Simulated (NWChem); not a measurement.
## Basis-set convergence for H₄GeO₂

SMILES: [GeH2]([OH])[OH]
```xyz
7

Ge     0.0000     0.0000    -0.3424
O     -0.6391    -1.3355     0.6796
O      0.6391     1.3355     0.6796
H     -1.2403     0.4276    -1.1648
H      1.2403    -0.4276    -1.1648
H      0.0774    -1.7374     1.2060
H     -0.0774     1.7374     1.2060
```
Charge 0, spin multiplicity 1.

All runs are NWChem calculations. The geometry was optimised at PBE/def2-SVP, a minimum by its harmonic frequencies. It is one conformer; others weren't searched.

Quantity: first vertical ionisation energy at the level G0W0@PBE.

The Hamiltonian is non-relativistic. GW and range-separated runs recompute their integrals, the others keep them in memory, which bears on the times. The structure started from a generated list of species.

Costs are rough ratios of processor time within this set of runs, SCF included, with def2-SVP as 1.

| basis | functions | first vertical ionisation energy (eV) | relative cost |
|---|---|---|---|
| def2-SVP | 80 | 9.82 | 1 |
| def2-TZVP | 134 | 10.43 | 4 |
| def2-TZVPP | 166 | 10.45 | 6 |
| def2-TZVPD | 170 | 10.42 | 7 |

Smallest basis within 0.1 eV of def2-TZVPD, the largest set run: def2-TZVP, with 134 functions against 170 (also within reach: def2-TZVPP). def2-TZVPD isn't the basis-set limit itself, and a small set can land close by cancellation.
